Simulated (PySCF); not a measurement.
**Trend along the chalcogens: MAl molecules**

PBE0 with double-zeta basis sets in PySCF, for the lowest determinant that a PBE0 search found; no spin–orbit coupling. De refers to high-spin ground-configuration atoms. A positive dipole means M(−)Al(+).

```csv
M,basis,state (unpaired electrons),Re (Å),ωe (cm⁻¹),De (eV),μ (D)
O,cc-pV(D+d)Z/cc-pVDZ,doublet (σ ↑),1.630,942,4.81,3.89
S,def2-SVP,doublet (σ ↑),2.034,631,4.18,3.62
Se,pcseg-1,doublet (σ ↑),2.164,487,3.76,3.52
Te,def2-SVP,doublet (σ ↑),2.372,405,3.16,2.87
```

The shortest bond is that of AlO (1.630 Å), the longest that of AlTe (2.372 Å). AlO is bound most strongly (4.81 eV) and AlTe least (3.16 eV).

The rows differ in basis set, which adds steps of its own.

Down a group the atoms grow and get heavier, so bonds lengthen and wavenumbers fall; this series shows no clear exception.

These are scalar-relativistic numbers at best; spin–orbit coupling would shift them, the dissociation energy most. States were picked by a PBE0 search and need not be the measured ground states.
